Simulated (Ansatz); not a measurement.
Input file for Ansatz (a first-principles code): R-CCSD(T)/def2-SVP on CH5InO (SMILES C[O][InH2]). Elements past Kr take the def2 small-core potentials; no spin–orbit coupling. The run froze 11 orbitals, filled d shells among them.

Ansatz 0.2 input:
```yaml
crystal:
  periodic: [false, false, false]
  atoms:
    - {symbol: C, position_ang: [-1.27555483, -0.23930918, 0.10079055]}
    - {symbol: O, position_ang: [-0.02231477, -0.77920312, -0.24722643]}
    - {symbol: In, position_ang: [1.70552692, 0.22796970, -0.16431169]}
    - {symbol: H, position_ang: [-1.72450651, -0.82114760, 0.91437933]}
    - {symbol: H, position_ang: [-1.22598041, 0.80822790, 0.43043626]}
    - {symbol: H, position_ang: [-1.95718796, -0.28429216, -0.75673973]}
    - {symbol: H, position_ang: [3.01081582, -0.75422234, -0.66142110]}
    - {symbol: H, position_ang: [1.48920175, 1.84197677, 0.38409280]}
basis:
  gaussian:
    orbitals: def2-SVP
magnetization: {spin_polarized: false}
correlation: {method: ccsd_t, electrons: outside_noble_gas}
scf: {lower_state_search: off}
```

The head of its log:

```
WARN ansatz: RAYON_NUM_THREADS=1 ignored (pool sized by the plan → 1); use --threads N
Functional definition: HF
these checks for a lower state are left out or cut short: stability, starts, cluster_reference, orbital_swaps, neighbouring_geometries, increment
integrals: 0.07 GiB planned
871 factors; integrals over basis functions are off by at most 1.4e-3 eV
mean field: 0.19 GiB planned
mean field evaluation 1: about -8288.9681 eV, gradient 3.5e1 eV
mean field evaluation 2: about -8289.0592 eV, gradient 3.5e1 eV
mean field evaluation 4: about -8291.9380 eV, gradient 2.9e0 eV
mean field evaluation 8: about -8291.9766 eV, gradient 1.6e-1 eV
mean field -8291.97666743 eV, -304.7245220244 hartree, gradient 2.4e-6 eV, S^2 0.000000; 0 other end points of the search recorded, 0 dependent functions left out
11 core orbitals not correlated, not the lowest: weight in the atoms' cores, before any rotation towards them, 0.946 or more for the frozen orbitals, at most 0.051 for the correlated occupied ones
reference -8291.97666743 eV, -304.7245220244 hartree; 9, 9 occupied and 59, 59 virtual orbitals, 871 factors
```

Problem. What total energy does the run end on?

Solution. -305.1653 hartree (reference determinant -304.7245, T1 diagnostic 0.018).
